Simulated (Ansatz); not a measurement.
Isomers of AlH5OSi2, relaxed with PBE0-D4/def2-TZVP in Ansatz; electronic energies, one conformer each and not always the lowest. Functionals use def2-TZVPP; CBS adds triple-zeta CCSD(T) − MP2 to the MP2 limit of def2-TZVPP and def2-QZVPP.

**Question.** Order them by energy at frozen-core CCSD(T)/CBS, lowest first. (Best estimate.)
A. `[O]1[AlH][SiH2][SiH2]1`
B. `[SiH3][Al]1[O][SiH2]1`
C. `[SiH3][SiH]1[O][AlH]1`

**Answer.** A (0.0 kJ/mol), B (117.6 kJ/mol), C (127.6 kJ/mol).

**Question.** How do MP2/CBS(def2), r2SCAN-D4, B3LYP, HF/CBS(def2) place them (kJ/mol, against `[O]1[AlH][SiH2][SiH2]1`)? (An estimate is asked.)

**Answer.** Ansatz gave: 
| isomer | MP2/CBS(def2) | r2SCAN-D4 | B3LYP | HF/CBS(def2) |
| --- | --- | --- | --- | --- |
| `[SiH3][Al]1[O][SiH2]1` | 121.2 | 114.1 | 106.4 | 121.8 |
| `[SiH3][SiH]1[O][AlH]1` | 128.9 | 123.7 | 119.1 | 134.8 |

B3LYP here is the variant with VWN-RPA as its local correlation; programs differ in this.
